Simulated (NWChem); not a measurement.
All runs are NWChem calculations. System: CF₂I, charge 0, spin multiplicity 2, at a geometry optimised with UPBE0/def2-SVP with def2 effective core potentials on I. The structure started from a generated list of species. Its SCF solution wasn't tested for a lower state. Level: UHF/def2-SVP with def2 effective core potentials on I.

Input file:

```
start mol
memory heap 200 mb stack 900 mb global 1100 mb
geometry units angstroms nocenter noautoz
  F      1.925053    -0.076688    -1.073206
  C      1.304813     0.340705     0.000000
  F      1.925053    -0.076688     1.073206
  I     -0.801506    -0.012525     0.000000
  symmetry group Cs
end
basis spherical
  * library def2-svp
end
ecp
  I library def2-ecp
end
scf
  uhf
  nopen 1
  maxiter 100
  thresh 1e-7
  semidirect memsize 60000000 filesize 0
  # guess.movecs holds the orbitals of an unrestricted PBE0 run
  vectors input guess.movecs output mol.movecs
end
task scf energy
```

NWChem printed:

```
             Northwest Computational Chemistry Package (NWChem) 7.3.0
             --------------------------------------------------------

                                NWChem Input Module
                                -------------------

 Scaling coordinates for geometry "geometry" by  1.889725989
 (inverse scale =  0.529177249)

 Turning off AUTOSYM since
 SYMMETRY directive was detected!

                             Geometry "geometry" -> ""
                             -------------------------

 Output coordinates in angstroms (scale by  1.889725989 to convert to a.u.)

  No.       Tag          Charge          X              Y              Z
 ---- ---------------- ---------- -------------- -------------- --------------
    1 F                    9.0000     1.92505300    -0.07668800    -1.07320600
    2 C                    6.0000     1.30481300     0.34070500     0.00000000
    3 F                    9.0000     1.92505300    -0.07668800     1.07320600
    4 I                   53.0000    -0.80150600    -0.01252500     0.00000000

 Effective nuclear repulsion energy (a.u.)     314.7048666248

            Nuclear Dipole moment (a.u.)
            ----------------------------
        X                 Y               Z
 ---------------- ---------------- ----------------
     0.0000264562     0.0000396842     0.0000000000

      Symmetry information
      --------------------

 Group name             Cs
 Group number              2
 Group order               2
 No. of unique centers     3

      Symmetry unique atoms

     1    2    4


 Summary of "ao basis" -> "" (spherical)
 ------------------------------------------------------------------------------
       Tag                 Description            Shells   Functions and Types
 ---------------- ------------------------------  ------  ---------------------
 *                          def2-svp                  on all atoms

 Summary of "ao basis" -> "ao basis" (spherical)
 ------------------------------------------------------------------------------
       Tag                 Description            Shells   Functions and Types
 ---------------- ------------------------------  ------  ---------------------
 F                          def2-svp                 6       14   3s2p1d
 C                          def2-svp                 6       14   3s2p1d
 I                          def2-svp                10       26   4s4p2d

                                 NWChem SCF Module
                                 -----------------

  ao basis        = "ao basis"
  functions       =    68
  atoms           =     4
  alpha electrons =    25
  beta  electrons =    24
  charge          =   0.00
  wavefunction    = UHF
  use symmetry    = T
  symmetry adapt  = T

 Summary of "ao basis" -> "ao basis" (spherical)
 ------------------------------------------------------------------------------
       Tag                 Description            Shells   Functions and Types
 ---------------- ------------------------------  ------  ---------------------
 F                          def2-svp                 6       14   3s2p1d
 C                          def2-svp                 6       14   3s2p1d
 I                          def2-svp                10       26   4s4p2d

      Symmetry analysis of basis
      --------------------------

        a'         42
        a"         26

 Forming initial guess at       0.0s

   Symmetry analysis of molecular orbitals - initial alpha
   -------------------------------------------------------

  Numbering of irreducible representations:

     1 a'          2 a"

  Orbital symmetries:

     1 a'          2 a"          3 a'          4 a'          5 a'
     6 a'          7 a"          8 a'          9 a'         10 a"
    11 a"         12 a'         13 a'         14 a"         15 a'
    16 a'         17 a"         18 a'         19 a'         20 a"
    21 a"         22 a'         23 a'         24 a"         25 a'
    26 a'         27 a"         28 a'         29 a'         30 a'
    31 a'         32 a'         33 a"         34 a'         35 a"

   Symmetry analysis of molecular orbitals - initial beta
   ------------------------------------------------------

  Numbering of irreducible representations:

     1 a'          2 a"

  Orbital symmetries:

     1 a'          2 a"          3 a'          4 a'          5 a'
     6 a'          7 a"          8 a'          9 a'         10 a"
    11 a"         12 a'         13 a'         14 a"         15 a'
    16 a'         17 a"         18 a'         19 a'         20 a"
    21 a"         22 a'         23 a'         24 a"         25 a'
    26 a'         27 a"         28 a'         29 a'         30 a'
    31 a'         32 a"         33 a'         34 a"         35 a'

 Starting SCF solution at       0.0s

 ----------------------------------------------
         Quadratically convergent UHF

 Convergence threshold     :          1.000E-07
 Maximum no. of iterations :          100
 Integral*density screening:          1.000E-09
 ----------------------------------------------

              iter       energy          gnorm     gmax       time
             ----- ------------------- --------- --------- --------
                 1     -533.1096826772  4.45D-01  8.00D-02      0.3
                 2     -533.1328445310  4.13D-02  1.38D-02      0.3
                 3     -533.1335164563  1.51D-03  5.23D-04      0.4
                 4     -533.1335186291  5.14D-06  1.63D-06      0.6
                 5     -533.1335186291  7.28D-09  3.57D-09      0.7

       Final UHF  results
       ------------------
[...]
                    UHF Final Alpha Molecular Orbital Analysis
                    ------------------------------------------

 Vector   23  Occ=1.000000D+00  E=-4.366254D-01  Symmetry=a'
              MO Center=  2.5D-01,  1.8D-01,  1.2D-13, r^2= 2.9D+00
   Bfn.  Coefficient  Atom+Function         Bfn.  Coefficient  Atom+Function
  ----- ------------  ---------------      ----- ------------  ---------------
    53     -0.377461  4 I  px                19      0.370273  2 C  py
    54      0.285743  4 I  py                56     -0.251856  4 I  px
    22      0.234028  2 C  py                57      0.233486  4 I  py
     5      0.180601  1 F  py                33      0.180601  3 F  py
    18      0.169268  2 C  px                 8     -0.161721  1 F  py

 Vector   24  Occ=1.000000D+00  E=-4.005566D-01  Symmetry=a"
              MO Center= -7.6D-01, -3.6D-03,  1.9D-13, r^2= 2.0D+00
   Bfn.  Coefficient  Atom+Function         Bfn.  Coefficient  Atom+Function
  ----- ------------  ---------------      ----- ------------  ---------------
    55      0.618180  4 I  pz                58      0.541443  4 I  pz
    52     -0.248037  4 I  pz                49     -0.202438  4 I  pz

 Vector   25  Occ=1.000000D+00  E=-3.805464D-01  Symmetry=a'
              MO Center= -2.9D-01,  7.8D-02,  8.3D-14, r^2= 2.9D+00
   Bfn.  Coefficient  Atom+Function         Bfn.  Coefficient  Atom+Function
  ----- ------------  ---------------      ----- ------------  ---------------
    54      0.538224  4 I  py                57      0.506046  4 I  py
    19     -0.329203  2 C  py                17     -0.229510  2 C  s
    51     -0.215881  4 I  py                22     -0.196556  2 C  py
    48     -0.175899  4 I  py

 Vector   26  Occ=0.000000D+00  E= 8.359764D-02  Symmetry=a'
              MO Center= -3.1D-01,  2.2D-02,  1.8D-14, r^2= 3.3D+00
   Bfn.  Coefficient  Atom+Function         Bfn.  Coefficient  Atom+Function
  ----- ------------  ---------------      ----- ------------  ---------------
    56      1.057047  4 I  px                17     -0.805537  2 C  s
    21      0.606387  2 C  px                46      0.603997  4 I  s
    18      0.394623  2 C  px                22      0.287411  2 C  py
    53      0.251272  4 I  px                16     -0.233116  2 C  s
    19      0.210770  2 C  py

 Vector   27  Occ=0.000000D+00  E= 2.876077D-01  Symmetry=a"
              MO Center=  7.2D-01,  3.9D-01, -1.3D-14, r^2= 3.0D+00
   Bfn.  Coefficient  Atom+Function         Bfn.  Coefficient  Atom+Function
  ----- ------------  ---------------      ----- ------------  ---------------
    23      1.361426  2 C  pz                 3      0.687473  1 F  s
    31     -0.687473  3 F  s                 58     -0.343931  4 I  pz
    20      0.338190  2 C  pz                67     -0.260893  4 I  d  1
     7     -0.251502  1 F  px                35      0.251502  3 F  px
     8      0.171374  1 F  py                36     -0.171374  3 F  py

 Vector   28  Occ=0.000000D+00  E= 3.181216D-01  Symmetry=a'
              MO Center=  1.4D+00,  3.7D-02,  3.5D-14, r^2= 3.2D+00
   Bfn.  Coefficient  Atom+Function         Bfn.  Coefficient  Atom+Function
  ----- ------------  ---------------      ----- ------------  ---------------
    17      1.341993  2 C  s                 21      1.069663  2 C  px
     3     -0.835731  1 F  s                 31     -0.835731  3 F  s
    22     -0.586704  2 C  py                46      0.575364  4 I  s
    45     -0.505009  4 I  s                  9     -0.416513  1 F  pz
    37      0.416513  3 F  pz                64     -0.238888  4 I  d -2

                     UHF Final Beta Molecular Orbital Analysis
                     -----------------------------------------

 Vector   22  Occ=1.000000D+00  E=-5.266533D-01  Symmetry=a'
              MO Center=  1.5D-01,  9.4D-02, -1.2D-14, r^2= 2.8D+00
   Bfn.  Coefficient  Atom+Function         Bfn.  Coefficient  Atom+Function
  ----- ------------  ---------------      ----- ------------  ---------------
    53      0.417950  4 I  px                18     -0.309849  2 C  px
    17      0.249945  2 C  s                  4     -0.227853  1 F  px
    32     -0.227853  3 F  px                46     -0.214362  4 I  s
    56      0.210603  4 I  px                45     -0.202791  4 I  s
    16      0.195375  2 C  s                  7      0.186258  1 F  px

 Vector   23  Occ=1.000000D+00  E=-3.999961D-01  Symmetry=a'
              MO Center= -7.1D-01, -4.4D-03, -1.8D-15, r^2= 2.1D+00
   Bfn.  Coefficient  Atom+Function         Bfn.  Coefficient  Atom+Function
  ----- ------------  ---------------      ----- ------------  ---------------
    54      0.584866  4 I  py                57      0.522553  4 I  py
    51     -0.236330  4 I  py                48     -0.192910  4 I  py
    53     -0.156596  4 I  px

 Vector   24  Occ=1.000000D+00  E=-3.980969D-01  Symmetry=a"
              MO Center= -7.6D-01, -8.1D-03, -9.7D-16, r^2= 2.0D+00
   Bfn.  Coefficient  Atom+Function         Bfn.  Coefficient  Atom+Function
  ----- ------------  ---------------      ----- ------------  ---------------
    55      0.615946  4 I  pz                58      0.543953  4 I  pz
    52     -0.247580  4 I  pz                49     -0.202012  4 I  pz

 Vector   25  Occ=0.000000D+00  E= 6.023524D-02  Symmetry=a'
              MO Center= -5.3D-03,  3.0D-01, -3.3D-16, r^2= 3.4D+00
   Bfn.  Coefficient  Atom+Function         Bfn.  Coefficient  Atom+Function
  ----- ------------  ---------------      ----- ------------  ---------------
    17      0.893554  2 C  s                 56     -0.784457  4 I  px
    46     -0.357331  4 I  s                 21     -0.308678  2 C  px
    53     -0.282805  4 I  px                57     -0.280243  4 I  py
    22      0.259545  2 C  py                16      0.253971  2 C  s
    19      0.231163  2 C  py                18     -0.192999  2 C  px

 Vector   26  Occ=0.000000D+00  E= 1.370988D-01  Symmetry=a'
              MO Center=  6.4D-01,  3.6D-01,  1.9D-15, r^2= 3.2D+00
   Bfn.  Coefficient  Atom+Function         Bfn.  Coefficient  Atom+Function
  ----- ------------  ---------------      ----- ------------  ---------------
    56      0.779491  4 I  px                22      0.620729  2 C  py
    46      0.530706  4 I  s                 21      0.493551  2 C  px
    19      0.384063  2 C  py                17     -0.376798  2 C  s
    18      0.307968  2 C  px                 8     -0.184100  1 F  py
    36     -0.184100  3 F  py                16     -0.152410  2 C  s

 Vector   27  Occ=0.000000D+00  E= 3.089964D-01  Symmetry=a"
              MO Center=  6.4D-01,  3.8D-01,  1.2D-14, r^2= 3.1D+00
   Bfn.  Coefficient  Atom+Function         Bfn.  Coefficient  Atom+Function
  ----- ------------  ---------------      ----- ------------  ---------------
    23      1.381692  2 C  pz                 3      0.692064  1 F  s
    31     -0.692064  3 F  s                 58     -0.345165  4 I  pz
    20      0.294190  2 C  pz                67     -0.293088  4 I  d  1
     7     -0.243562  1 F  px                35      0.243562  3 F  px
     8      0.177389  1 F  py                36     -0.177389  3 F  py

 center of mass
 --------------
 x =  -0.13788939 y =  -0.00443186 z =   0.00000000

 moments of inertia (a.u.)
 ------------------
         162.122646109337          -3.460112361113           0.000000000000
          -3.460112361113        1019.839443764977           0.000000000000
           0.000000000000           0.000000000000         869.396709409125

  Mulliken analysis of the total density
  --------------------------------------

    Atom       Charge   Shell Charges
 -----------   ------   -------------------------------------------------------
    1 F    9     9.25   1.99  1.13  0.79  3.34  1.99  0.01
    2 C    6     5.54   1.99  0.93  0.28  1.71  0.50  0.14
    3 F    9     9.25   1.99  1.13  0.79  3.34  1.99  0.01
    4 I   25    24.95   1.83  0.22  1.23  0.68  2.93  3.12  2.57  2.32  9.83  0.23

  Mulliken analysis of the alpha density
  --------------------------------------

    Atom       Charge   Shell Charges
 -----------   ------   -------------------------------------------------------
    1 F    9     4.64   1.00  0.57  0.39  1.69  0.98  0.01
    2 C    6     3.19   1.00  0.53  0.18  1.09  0.33  0.07
    3 F    9     4.64   1.00  0.57  0.39  1.69  0.98  0.01
    4 I   25    12.53   0.91  0.11  0.62  0.34  1.46  1.56  1.32  1.18  4.91  0.11

   Mulliken analysis of the beta density
   -------------------------------------

    Atom       Charge   Shell Charges
 -----------   ------   -------------------------------------------------------
    1 F    9     4.61   1.00  0.56  0.40  1.64  1.01  0.00
    2 C    6     2.35   0.99  0.40  0.10  0.61  0.18  0.07
    3 F    9     4.61   1.00  0.56  0.40  1.64  1.01  0.00
    4 I   25    12.42   0.91  0.11  0.61  0.34  1.47  1.56  1.24  1.14  4.91  0.11

   Mulliken analysis of the spin density
   -------------------------------------

    Atom       Charge   Shell Charges
 -----------   ------   -------------------------------------------------------
    1 F    9     0.02   0.00  0.01 -0.01  0.05 -0.03  0.00
    2 C    6     0.84   0.00  0.13  0.07  0.48  0.15 -0.00
    3 F    9     0.02   0.00  0.01 -0.01  0.05 -0.03  0.00
    4 I   25     0.11  -0.00  0.00  0.00 -0.00 -0.01  0.01  0.08  0.04 -0.00 -0.00

       Multipole analysis of the density wrt the origin
       ------------------------------------------------

     L   x y z        total         alpha         beta         nuclear
     -   - - -        -----         -----         ----         -------
     0   0 0 0      0.000000    -25.000000    -24.000000     49.000000

     1   1 0 0     -0.327730    -22.392479    -20.344826     42.409575
     1   0 1 0      0.129505     -0.810760      0.277499      0.662767
     1   0 0 1     -0.000000     -0.000000      0.000000      0.000000

     2   2 0 0    -30.676202   -185.186995   -177.528342    332.039136
     2   1 1 0      0.965342     -1.618688      1.651993      0.932037
     2   1 0 1      0.000000      0.000000     -0.000000      0.000000
     2   0 2 0    -31.341365    -18.512559    -15.708012      2.879207
     2   0 1 1      0.000000      0.000000      0.000000      0.000000
     2   0 0 2    -32.916229    -53.942523    -53.008583     74.034877

 Task  times  cpu:        0.7s     wall:        0.7s

 Total times  cpu:        0.7s     wall:        0.7s
```
